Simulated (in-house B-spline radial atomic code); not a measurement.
**RPA and G0W0 on PBE0: Nb5+**

Configuration [Ar] 3d10 4s2 4p6, mean-field start PBE0. Computed with an all-electron radial atomic-structure program (B-spline basis): all electrons, scalar-relativistic (spin-free one-electron X2C), finite nucleus, each spin shell either full or empty, empty states to l = 9 with an (l + 1/2)⁻⁴ tail; G0W0 by contour deformation at full frequency.

Command:
```bash
python run_gw.py task.json out
```
Settings (radii: box in bohr, nucleus in fm):
```
Z                        41
electrons                36
configuration            [Ar] 3d10 4s2 4p6
hamiltonian              x2c
method                   pbe0
lmax                     9
rms_radius               4.324
spin_polarised           False
box_radius               10.43
intervals                67
```

Time taken, with all properties: 3.8 s on 1 thread of Arm Neoverse N1, with other jobs on the host.

Energies (hartree):

```
                                     term        value
                         mean-field total  -3814.11234
Hartree-Fock functional on these orbitals  -3812.50666
                      direct second order      -3.0228
                    second-order exchange      0.86786
                         SOSEX correction      0.81292
```

Question: What is the RPA correlation energy, and what remains with SOSEX?

Answer: RPA gives -2.6993 hartree (-2.04 eV per electron); RPA + SOSEX gives -1.8864, and the second-order doubles -2.1549 hartree (no singles). RPA lacks exchange-type terms and so overcorrelates at short range.

Quasi-particle levels (eV):

```csv
level,occupied,mean field,Σx - vxc,Σc,QP weight,G0W0
4p,yes,-96.45,-5.83,?,?,?
4d,no,-55.47,6.83,-2.16,0.971,-50.80
```

G0W0 = mean field + (Σx - vxc) + Σc, with Σc (partial-wave tail included) taken at the quasi-particle energy. Only the outer levels were computed. Levels of low weight are left out.

Question: Where does G0W0 put 4p?

Answer: At -102.99 eV, with Σc = -0.71 eV and a quasi-particle weight of 0.960. The tabulated removal energy is 102.069 ± 0.006 eV (NIST, semi-empirical); the calculation leaves out spin-orbit coupling, Breit and QED terms, and what these don't explain is the method's own error.
